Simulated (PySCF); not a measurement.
# PySCF run on RbB

The script input.py:

```python
from pyscf import gto, scf, tdscf

mol = gto.M(
    atom='Rb 0 0 0; B 0 0 2.875',
    basis='def2-svpd',
    ecp={'Rb': 'def2-svpd'},
    charge=0,
    spin=0,
    symmetry=True,
    verbose=4,
)
mf = scf.RHF(mol)
mf.kernel()
td = tdscf.TDA(mf)
td.nstates = 4
td.kernel()
td.analyze(verbose=3)
mf.dip_moment()
print('orbital energies (hartree):', mf.mo_energy[..., max(0, mol.nelec[1]-3):mol.nelec[0]+3].round(4))
```

```bash
$ OMP_NUM_THREADS=1 python input.py
```

The log (some set-up lines removed):

```
PySCF version 2.14.0

[INPUT] Symbol           X                Y                Z      unit          X                Y                Z       unit  Magmom
[INPUT]  1 Rb     0.000000000000   0.000000000000   0.000000000000 AA    0.000000000000   0.000000000000   0.000000000000 Bohr   0.0
[INPUT]  2 B      0.000000000000   0.000000000000   2.875000000000 AA    0.000000000000   0.000000000000   5.432962608125 Bohr   0.0

nuclear repulsion = 8.28277373613913
point group symmetry = Coov
symmetry origin: [0.         0.         0.64678126]
symmetry axis x: [1. 0. 0.]
symmetry axis y: [0. 1. 0.]
symmetry axis z: [0. 0. 1.]
num. orbitals of irrep A1 = 19
num. orbitals of irrep E1x = 10
num. orbitals of irrep E1y = 10
num. orbitals of irrep E2x = 4
num. orbitals of irrep E2y = 4
number of shells = 19
number of NR pGTOs = 68
number of NR cGTOs = 47
basis = def2-svpd
ecp = {'Rb': 'def2-svpd'}

******** <class 'pyscf.scf.hf_symm.SymAdaptedRHF'> ********
method = SymAdaptedRHF
initial guess = minao
damping factor = 0
level_shift factor = 0
DIIS = <class 'pyscf.scf.diis.CDIIS'>
SCF conv_tol = 1e-09
SCF max_cycles = 50
Freeze 0 electrons in irreps []
    14 free electrons in irreps A1 E1x E1y E2x E2y
Initial guess from minao.
init E= -45.2326722041033
HOMO (A1) = -0.142515250063339  LUMO (E1y) = -0.0850642574766161  gap/eV = 1.56332
cycle= 1 E= -48.0856801172697  delta_E= -2.85  |g|= 0.435  |ddm|= 2.06
HOMO (A1) = -0.219803431556944  LUMO (E1y) = -0.151913159220119  gap/eV = 1.84739
cycle= 2 E= -48.2076109290341  delta_E= -0.122  |g|= 0.314  |ddm|= 2.26
HOMO (A1) = -0.145108894664939  LUMO (A1) = -0.00630169189431662  gap/eV = 3.77714
cycle= 3 E= -48.2540715181386  delta_E= -0.0465  |g|= 0.0771  |ddm|= 0.815
HOMO (A1) = -0.165659613583538  LUMO (A1) = 0.00198920757510646  gap/eV = 4.56196
cycle= 4 E= -48.2587673437554  delta_E= -0.0047  |g|= 0.0287  |ddm|= 0.316
HOMO (A1) = -0.158782202852989  LUMO (A1) = 0.000652145149341088  gap/eV = 4.33843
cycle= 5 E= -48.2600768313358  delta_E= -0.00131  |g|= 0.00747  |ddm|= 0.199
HOMO (A1) = -0.156842419524524  LUMO (A1) = -0.000115152502387694  gap/eV = 4.26477
cycle= 6 E= -48.2602390866892  delta_E= -0.000162  |g|= 0.00225  |ddm|= 0.0731
HOMO (A1) = -0.156546903533658  LUMO (A1) = -0.000459490561603992  gap/eV = 4.24735
cycle= 7 E= -48.2602601419826  delta_E= -2.11e-05  |g|= 0.000666  |ddm|= 0.0318
HOMO (A1) = -0.15653941044101  LUMO (A1) = -0.000501649867151066  gap/eV = 4.24600
cycle= 8 E= -48.2602618797242  delta_E= -1.74e-06  |g|= 0.000165  |ddm|= 0.00997
HOMO (A1) = -0.156546690869413  LUMO (A1) = -0.000514072536095256  gap/eV = 4.24586
cycle= 9 E= -48.2602619669499  delta_E= -8.72e-08  |g|= 1.93e-05  |ddm|= 0.00247
HOMO (A1) = -0.156541347088011  LUMO (A1) = -0.000516829490382342  gap/eV = 4.24564
cycle= 10 E= -48.2602619680225  delta_E= -1.07e-09  |g|= 3.15e-06  |ddm|= 0.000285
HOMO (A1) = -0.156540400537765  LUMO (A1) = -0.000516963016075067  gap/eV = 4.24561
cycle= 11 E= -48.2602619680467  delta_E= -2.42e-11  |g|= 9.18e-07  |ddm|= 4.55e-05
HOMO (A1) = -0.156540637632269  LUMO (A1) = -0.000517003988345976  gap/eV = 4.24562
Extra cycle  E= -48.2602619680481  delta_E= -1.41e-12  |g|= 3.61e-07  |ddm|= 7.9e-06
converged SCF energy = -48.2602619680481

******** <class 'pyscf.tdscf.rhf.TDA'> for <class 'pyscf.scf.hf_symm.SymAdaptedRHF'> ********
nstates = 4 singlet
deg_eia_thresh = 1.000e-03
wfnsym = None
conv_tol = 1e-05
eigh lindep = 1e-12
eigh level_shift = 0
eigh max_cycle = 100

Excitation energies (eV)
[1.71763483 2.25524109 2.25524109 2.45276322]

** Singlet excitation energies and oscillator strengths **
Excited State   1:   A1      1.71763 eV    721.83 nm  f=0.2350
Excited State   2:  E1x      2.25524 eV    549.76 nm  f=0.1044
Excited State   3:  E1y      2.25524 eV    549.76 nm  f=0.1044
Excited State   4:   A1      2.45276 eV    505.49 nm  f=0.1760
Dipole moment(X, Y, Z, Debye):  0.00000,  0.00000, -8.14892
orbital energies (hartree): [-7.925e-01 -4.221e-01 -1.565e-01 -5.000e-04  7.200e-03  7.200e-03]
```

In short: E(SCF) = -48.260262 Eh, 11 cycles, μz(SCF) = -8.15 D, first singlet excitations without spin–orbit coupling 1.72, 2.26, 2.26, 2.45 eV.

Run time: 1.2 s on 1 thread of Arm Neoverse V2 (shared host), peak memory 0.11 GiB.

At this level a UHF run with spin=4 ends 0.20 eV lower; the true order of the states can differ. With symmetry on the solver can miss roots, and labels of degenerate states are those of a subgroup. Stability towards an unrestricted solution was not tested. The bond length is a typed value, not an optimised one.
